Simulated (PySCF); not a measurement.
**Correlation energy of Ir³⁺ (iridium, charge +3)**

[Xe] 4f14 5d6, high-spin 5D determinant. Computed with PySCF 2.14 in ANO-RCC-VTZP, with the spin-free X2C one-electron Hamiltonian (Gaussian nucleus). Frozen: [Xe] 4f14; 6 electrons correlated.

| level | correlation energy (mhartree) |
| --- | --- |
| CCSD | -96.28 |
| (T) | -1.73 |
| CCSD(T) | -98.01 |

Diagnostics: T1 = 0.0016, D1 = 0.0033, largest double amplitude 0.039.

Spin-orbit coupling, absent here, splits the open shell strongly.

Cost of the coupled-cluster step: roughly 4 core-seconds, for 6 correlated electrons.

Iterations:

```
CC2 = 0
CCSD nocc = (np.int64(5), np.int64(1)), nmo = (50, 50)
frozen orbitals [[0, 1, 2, 3, 4, 5, 6, 7, 8, 9, 10, 11, 12, 13, 14, 15, 16, 17, 18, 19, 20, 21, 22, 23, 24, 25, 26, 27, 28, 29, 30, 31, 32, 33], [0, 1, 2, 3, 4, 5, 6, 7, 8, 9, 10, 11, 12, 13, 14, 15, 16, 17, 18, 19, 20, 21, 22, 23, 24, 25, 26, 27, 28, 29, 30, 31, 32, 33]]
max_cycle = 100
direct = 0
conv_tol = 1e-08
conv_tol_normt = 1e-06
diis_space = 8
diis_start_cycle = 0
Init t2, MP2 energy = -0.0893716975617713
Init E_corr(UCCSD) = -0.0893716975656019
cycle = 1  E_corr(UCCSD) = -0.0949970007891483  dE = -0.00562530322  norm(t1,t2) = 0.0177361
cycle = 2  E_corr(UCCSD) = -0.09566891584429  dE = -0.000671915055  norm(t1,t2) = 0.0093449
cycle = 3  E_corr(UCCSD) = -0.0962666364254558  dE = -0.000597720581  norm(t1,t2) = 0.00635001
cycle = 4  E_corr(UCCSD) = -0.0962561088588261  dE = 1.05275666e-05  norm(t1,t2) = 0.00175384
cycle = 5  E_corr(UCCSD) = -0.0962764433803996  dE = -2.03345216e-05  norm(t1,t2) = 0.000456861
cycle = 6  E_corr(UCCSD) = -0.0962746147979791  dE = 1.82858242e-06  norm(t1,t2) = 0.000147427
cycle = 7  E_corr(UCCSD) = -0.0962751448457444  dE = -5.30047765e-07  norm(t1,t2) = 6.69075e-05
cycle = 8  E_corr(UCCSD) = -0.096275369379567  dE = -2.24533823e-07  norm(t1,t2) = 2.26219e-05
cycle = 9  E_corr(UCCSD) = -0.0962752860444679  dE = 8.33350991e-08  norm(t1,t2) = 5.47125e-06
cycle = 10  E_corr(UCCSD) = -0.0962752836163048  dE = 2.42816307e-09  norm(t1,t2) = 1.58802e-06
cycle = 11  E_corr(UCCSD) = -0.0962752876372356  dE = -4.02093082e-09  norm(t1,t2) = 5.41543e-07
UCCSD converged
E(UCCSD) = -17821.54713469957  E_corr = -0.09627528763723563
UCCSD(T) correction = -0.00172537426666715
```
